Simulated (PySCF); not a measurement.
C5H12O3Si, charge +1, doublet, at a GFN2-xTB geometry (a state made from the parent by changing its charge; the spin is typed, not shown lowest); HF/STO-3G run with PySCF.

Here is a job for PySCF.
```python
from pyscf import gto, scf

mol = gto.Mole()
mol.atom = '''
    C     1.17243208   -1.76118818   -1.72971692
    C     0.06369634   -1.14388588   -1.44672516
    Si   -0.11723881    0.10521778    0.09062006
    O     0.21331300    1.52812930   -0.55198392
    C     1.36197506    2.27633648   -0.86051275
    O     0.96347863   -0.39157216    1.15337351
    C     1.01296421   -1.34726833    2.18462100
    O    -1.62424501   -0.05392830    0.57938221
    C    -2.88611300    0.44334664    0.20731183
    H     2.08688659   -1.67179727   -1.16309317
    H     1.23774991   -2.42869964   -2.58404306
    H    -0.86136765   -1.20798357   -1.99724292
    H     1.06053358    3.32596316   -0.87447715
    H     2.14332785    2.12650350   -0.11745832
    H     1.72700641    2.00352196   -1.85256922
    H     0.07332128   -1.38469530    2.73257150
    H     1.82149315   -1.04763687    2.85432130
    H     1.24244866   -2.33098606    1.77057173
    H    -2.81232268    1.45393634   -0.19047783
    H    -3.50520078    0.44402044    1.10675893
    H    -3.34263430   -0.22027033   -0.52958536
'''
mol.basis = 'sto-3g'
mol.charge = 1
mol.spin = 1
mol.verbose = 4
mol.build()

mf = scf.UHF(mol)
mf.kernel()
```

The log (banner, timings and long lists left out):

```
PySCF version 2.14.0

[INPUT] verbose = 4
[INPUT] num. atoms = 21
[INPUT] num. electrons = 79
[INPUT] charge = 1
[INPUT] spin (= nelec alpha-beta = 2S) = 1
[INPUT] symmetry False subgroup None
[INPUT] Mole.unit = angstrom
[INPUT] Symbol           X                Y                Z      unit          X                Y                Z       unit  Magmom
[INPUT]  1 C      1.172432080000  -1.761188180000  -1.729716920000 AA    2.215575530854  -3.328163314021  -3.268691251826 Bohr   0.0
[INPUT]  2 C      0.063696340000  -1.143885880000  -1.446725160000 AA    0.120368637737  -2.161631030957  -2.733914329918 Bohr   0.0
[INPUT]  3 Si    -0.117238810000   0.105217780000   0.090620060000 AA   -0.221549242070   0.198832787635   0.171247094792 Bohr   0.0
[INPUT]  4 O      0.213313000000   1.528129300000  -0.551983920000 AA    0.403103148809   2.887745859923  -1.043098433964 Bohr   0.0
[INPUT]  5 C      1.361975060000   2.276336480000  -0.860512750000 AA    2.573759851888   4.301652514556  -1.626133424196 Bohr   0.0
[INPUT]  6 O      0.963478630000  -0.391572160000   1.153373510000 AA    1.820710737571  -0.739964140404   2.179560053228 Bohr   0.0
[INPUT]  7 C      1.012964210000  -1.347268330000   2.184621000000 AA    1.914224930886  -2.545968160000   4.128335375973 Bohr   0.0
[INPUT]  8 O     -1.624245010000  -0.053928300000   0.579382210000 AA   -3.069378228091  -0.101909717363   1.094873698345 Bohr   0.0
[INPUT]  9 C     -2.886113000000   0.443346640000   0.207311830000 AA   -5.453963134547   0.837803727846   0.391762581082 Bohr   0.0
[INPUT] 10 H      2.086886590000  -1.671797270000  -1.163093170000 AA    3.943644108127  -3.159238976096  -2.197927548652 Bohr   0.0
[INPUT] 11 H      1.237749910000  -2.428699640000  -2.584043060000 AA    2.339008340605  -4.589577158430  -4.883133677483 Bohr   0.0
[INPUT] 12 H     -0.861367650000  -1.207983570000  -1.997242920000 AA   -1.627748951060  -2.282758110274  -3.774242123027 Bohr   0.0
[INPUT] 13 H      1.060533580000   3.325963160000  -0.874477150000 AA    2.004118012105   6.285159472793  -1.652522315690 Bohr   0.0
[INPUT] 14 H      2.143327850000   2.126503500000  -0.117458320000 AA    4.050302631653   4.018509217929  -0.221964055852 Bohr   0.0
[INPUT] 15 H      1.727006410000   2.003521960000  -1.852569220000 AA    3.263569130268   3.786107788952  -3.500848452599 Bohr   0.0
[INPUT] 16 H      0.073321280000  -1.384695300000   2.732571500000 AA    0.138557138303  -2.616694882972   5.163811750792 Bohr   0.0
[INPUT] 17 H      1.821493150000  -1.047636870000   2.854321300000 AA    3.442123191271  -1.979746762297   5.393885528513 Bohr   0.0
[INPUT] 18 H      1.242448660000  -2.330986060000   1.770571730000 AA    2.347887691233  -4.404925253579   3.345895653597 Bohr   0.0
[INPUT] 19 H     -2.812322680000   1.453936340000  -0.190477830000 AA   -5.314519639103   2.747541485153  -0.359950931501 Bohr   0.0
[INPUT] 20 H     -3.505200780000   0.444020440000   1.106758930000 AA   -6.623869485812   0.839077025309   2.091471263617 Bohr   0.0
[INPUT] 21 H     -3.342634300000  -0.220270330000  -0.529585360000 AA   -6.316663361577  -0.416250597068  -1.000771289979 Bohr   0.0

nuclear repulsion = 588.589613573876
number of shells = 41
number of NR pGTOs = 183
number of NR cGTOs = 61
basis = sto-3g
ecp = {}

******** <class 'pyscf.scf.uhf.UHF'> ********
method = UHF
initial guess = minao
damping factor = 0
level_shift factor = 0
DIIS = <class 'pyscf.scf.diis.CDIIS'>
diis_start_cycle = 1
diis_space = 8
diis_damp = 0
SCF conv_tol = 1e-09
SCF conv_tol_grad = None
SCF max_cycles = 50
direct_scf = True
direct_scf_tol = 1e-13
number electrons alpha = 40  beta = 39
Set gradient conv threshold to 3.16228e-05
init E= -702.809700156215

cycle= 1 E= -700.718634818545  delta_E= 2.09  |g|= 0.48  |ddm|= 3.94
cycle= 2 E= -700.887038386625  delta_E= -0.168  |g|= 0.164  |ddm|= 0.876
cycle= 3 E= -700.905688526356  delta_E= -0.0187  |g|= 0.0457  |ddm|= 0.23
cycle= 4 E= -700.909163940488  delta_E= -0.00348  |g|= 0.0259  |ddm|= 0.116
cycle= 5 E= -700.910197596265  delta_E= -0.00103  |g|= 0.0157  |ddm|= 0.0493
cycle= 6 E= -700.911239522549  delta_E= -0.00104  |g|= 0.0131  |ddm|= 0.0649
cycle= 7 E= -700.911823549358  delta_E= -0.000584  |g|= 0.0133  |ddm|= 0.0355
cycle= 8 E= -700.91126367385  delta_E= 0.00056  |g|= 0.0131  |ddm|= 0.0336
cycle= 9 E= -700.908337563608  delta_E= 0.00293  |g|= 0.0109  |ddm|= 0.196
cycle= 10 E= -700.905399585892  delta_E= 0.00294  |g|= 0.0107  |ddm|= 0.26
cycle= 11 E= -700.904859272964  delta_E= 0.00054  |g|= 0.0111  |ddm|= 0.0498
cycle= 12 E= -700.911499430721  delta_E= -0.00664  |g|= 0.0148  |ddm|= 0.52
cycle= 13 E= -700.906281052689  delta_E= 0.00522  |g|= 0.00919  |ddm|= 0.397
cycle= 14 E= -700.906700565966  delta_E= -0.00042  |g|= 0.0105  |ddm|= 0.0443
cycle= 15 E= -700.906676256431  delta_E= 2.43e-05  |g|= 0.0105  |ddm|= 0.00233
cycle= 16 E= -700.906856619345  delta_E= -0.00018  |g|= 0.0103  |ddm|= 0.0167
cycle= 17 E= -700.907769441211  delta_E= -0.000913  |g|= 0.0107  |ddm|= 0.0816
cycle= 18 E= -700.908190060695  delta_E= -0.000421  |g|= 0.0112  |ddm|= 0.0353
cycle= 19 E= -700.90567853628  delta_E= 0.00251  |g|= 0.00957  |ddm|= 0.232
cycle= 20 E= -700.903004559229  delta_E= 0.00267  |g|= 0.0155  |ddm|= 0.205
cycle= 21 E= -700.906694568305  delta_E= -0.00369  |g|= 0.00886  |ddm|= 0.303
cycle= 22 E= -700.906105376353  delta_E= 0.000589  |g|= 0.0088  |ddm|= 0.0643
cycle= 23 E= -700.907202986896  delta_E= -0.0011  |g|= 0.00929  |ddm|= 0.109
cycle= 24 E= -700.907319343353  delta_E= -0.000116  |g|= 0.00941  |ddm|= 0.0107
cycle= 25 E= -700.907521211653  delta_E= -0.000202  |g|= 0.0096  |ddm|= 0.0182
cycle= 26 E= -700.905296085742  delta_E= 0.00223  |g|= 0.00978  |ddm|= 0.216
cycle= 27 E= -700.905473966117  delta_E= -0.000178  |g|= 0.00949  |ddm|= 0.0178
cycle= 28 E= -700.90597547031  delta_E= -0.000502  |g|= 0.00891  |ddm|= 0.0608
cycle= 29 E= -700.90550598813  delta_E= 0.000469  |g|= 0.00942  |ddm|= 0.0997
cycle= 30 E= -700.905506368084  delta_E= -3.8e-07  |g|= 0.00965  |ddm|= 0.122
cycle= 31 E= -700.907133913745  delta_E= -0.00163  |g|= 0.00968  |ddm|= 0.16
cycle= 32 E= -700.907381645315  delta_E= -0.000248  |g|= 0.00982  |ddm|= 0.0228
cycle= 33 E= -700.907858699636  delta_E= -0.000477  |g|= 0.0101  |ddm|= 0.0433
cycle= 34 E= -700.906837840149  delta_E= 0.00102  |g|= 0.00949  |ddm|= 0.0942
cycle= 35 E= -700.907478012343  delta_E= -0.00064  |g|= 0.0107  |ddm|= 0.0942
cycle= 36 E= -700.906037062553  delta_E= 0.00144  |g|= 0.0109  |ddm|= 0.288
cycle= 37 E= -700.903923718202  delta_E= 0.00211  |g|= 0.0144  |ddm|= 0.161
cycle= 38 E= -700.905088699036  delta_E= -0.00116  |g|= 0.00994  |ddm|= 0.166
cycle= 39 E= -700.905165774892  delta_E= -7.71e-05  |g|= 0.00962  |ddm|= 0.0119
cycle= 40 E= -700.906211498547  delta_E= -0.00105  |g|= 0.00867  |ddm|= 0.142
cycle= 41 E= -700.906032724521  delta_E= 0.000179  |g|= 0.00882  |ddm|= 0.0867
cycle= 42 E= -700.908517733906  delta_E= -0.00249  |g|= 0.0107  |ddm|= 0.223
cycle= 43 E= -700.904412884042  delta_E= 0.0041  |g|= 0.0107  |ddm|= 0.392
cycle= 44 E= -700.905552432444  delta_E= -0.00114  |g|= 0.0101  |ddm|= 0.17
cycle= 45 E= -700.905580998027  delta_E= -2.86e-05  |g|= 0.0101  |ddm|= 0.0042
cycle= 46 E= -700.905848904448  delta_E= -0.000268  |g|= 0.0104  |ddm|= 0.0893
cycle= 47 E= -700.905231134812  delta_E= 0.000618  |g|= 0.0111  |ddm|= 0.0613
cycle= 48 E= -700.904495212795  delta_E= 0.000736  |g|= 0.0131  |ddm|= 0.0675
cycle= 49 E= -700.904833072673  delta_E= -0.000338  |g|= 0.0122  |ddm|= 0.123
cycle= 50 E= -700.905915325962  delta_E= -0.00108  |g|= 0.00974  |ddm|= 0.221
SCF not converged.
SCF energy = -700.905915325962 after 50 cycles  <S^2> = 0.84474616  2S+1 = 2.0926024
```

Convergence was not reached.
